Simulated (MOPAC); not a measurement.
MOPAC input (PM6):

```
PM6 1SCF GEO-OK AUX(PRECISION=9) THREADS=1
C3

C    -0.00000000 1   -0.00000000 1   -1.28727137 1
C     0.00000000 1    0.00000000 1    0.00000000 1
C     0.00000000 1    0.00000000 1    1.28727137 1
```

Output:

```
 *******************************************************************************
 **                                                                           **
 **                              MOPAC v23.2.5                                **
 **                                                                           **
 *******************************************************************************
 ** MOPAC's Digital Object Identifier: https://doi.org/10.5281/zenodo.6511958 **
 **                                                                           **
 ** Please cite the open-source release paper for use of this MOPAC version:  **
 ** J. E. Moussa and J. J. P. Stewart (2026)                                  **
 ** MOPAC: An open-source semiempirical molecular orbital program             **
 ** J. Open Source Softw., 11(119), 8025, https://doi.org/10.21105/joss.08025 **
 *******************************************************************************

                              PM6 CALCULATION RESULTS

 *******************************************************************************
 *  PM6        - The PM6 Hamiltonian to be used
 *  GEO-OK     - OVERRIDE INTERATOMIC DISTANCE AND OTHER SAFETY CHECKS
 *  1SCF       - DO 1 SCF AND THEN STOP
 *  AUX        - OUTPUT AUXILIARY INFORMATION
 *******************************************************************************
PM6 1SCF GEO-OK AUX(PRECISION=9) THREADS=1
 C3

   ATOM   CHEMICAL          X               Y               Z
  NUMBER   SYMBOL      (ANGSTROMS)     (ANGSTROMS)     (ANGSTROMS)

     1       C         -0.00000000  *  -0.00000000  *  -1.28727137  *
     2       C          0.00000000  *   0.00000000  *   0.00000000  *
     3       C          0.00000000  *   0.00000000  *   1.28727137  *

          CARTESIAN COORDINATES

    NO.       ATOM           X           Y           Z

     1         C         -0.0000     -0.0000     -1.2873
     2         C          0.0000      0.0000      0.0000
     3         C          0.0000      0.0000      1.2873

 General Reference for PM6:
 "Optimization of Parameters for Semiempirical Methods V: Modification of NDDO Approximations
 and Application to 70 Elements", J. J. P. Stewart, J. Mol. Mod., 13, 1173-1213 (2007)
 URL: https://link.springer.com/article/10.1007/s00894-007-0233-4

           Empirical Formula: C3  =     3 atoms

      MOLECULAR POINT GROUP   :   D*h

      RHF CALCULATION, NO. OF DOUBLY OCCUPIED LEVELS = 6

 -------------------------------------------------------------------------------
 PM6 1SCF GEO-OK AUX(PRECISION=9) THREADS=1
 C3

     1SCF WAS SPECIFIED, SO BFGS WAS NOT USED
     SCF FIELD WAS ACHIEVED

                              PM6 CALCULATION
                                                       MOPAC v23.2.5 Linux

          FINAL HEAT OF FORMATION =        187.12330 KCAL/MOL =     782.92388 KJ/MOL

          COSMO AREA              =         82.40 SQUARE ANGSTROMS
          COSMO VOLUME            =         64.82 CUBIC ANGSTROMS

          IONIZATION POTENTIAL    =         10.715414 EV
          HOMO LUMO ENERGIES (EV) =        -10.715 -0.204
          NO. OF FILLED LEVELS    =          6
          MOLECULAR WEIGHT        =         36.0330         POINT GROUP:  D*h

          MOLECULAR DIMENSIONS (Angstroms)

            Atom       Atom       Distance
            C     3    C     1     2.57454
            C     3    C     1     0.00000
            C     1    C     2     0.00000

          SCF CALCULATIONS        =          1

   ATOM   CHEMICAL          X               Y               Z
  NUMBER   SYMBOL      (ANGSTROMS)     (ANGSTROMS)     (ANGSTROMS)

     1       C         -0.00000000  *  -0.00000000  *  -1.28727137  *
     2       C          0.00000000  *   0.00000000  *   0.00000000  *
     3       C          0.00000000  *   0.00000000  *   1.28727137  *

                             CARTESIAN COORDINATES

   1    C       -0.000000000    -0.000000000    -1.287271370
   2    C        0.000000000     0.000000000     0.000000000
   3    C        0.000000000     0.000000000     1.287271370

           Empirical Formula: C3  =     3 atoms

      MOLECULAR POINT GROUP   :   D*h

                  EIGENVALUES
 -25.54425 -22.40409 -12.92623 -11.83212 -11.83212 -10.71541  -0.20403  -0.20403
   2.63714   2.63714   6.37780   6.70166

              NET ATOMIC CHARGES AND DIPOLE CONTRIBUTIONS

  ATOM NO.   TYPE          CHARGE      No. of ELECS.   s-Pop       p-Pop
    1          C           0.519873        3.4801     1.70887     1.77126
    2          C          -1.039747        5.0397     1.19315     3.84660
    3          C           0.519873        3.4801     1.70887     1.77126
 DIPOLE           X         Y         Z       TOTAL
 POINT-CHG.     0.000     0.000     0.000     0.000
 HYBRID         0.000     0.000    -0.000     0.000
 SUM            0.000     0.000     0.000     0.000

          ATOMIC ORBITAL ELECTRON POPULATIONS

     Atom    s        px        py        pz
    1  C   1.70887   0.32983   0.32983   1.11160
    2  C   1.19315   1.34034   1.34034   1.16591
    3  C   1.70887   0.32983   0.32983   1.11160

 **********************
 *                    *
 * JOB ENDED NORMALLY *
 *                    *
 **********************

 == MOPAC DONE ==
```

The geometry given is a B3LYP-D3(BJ)/def2-TZVP minimum.
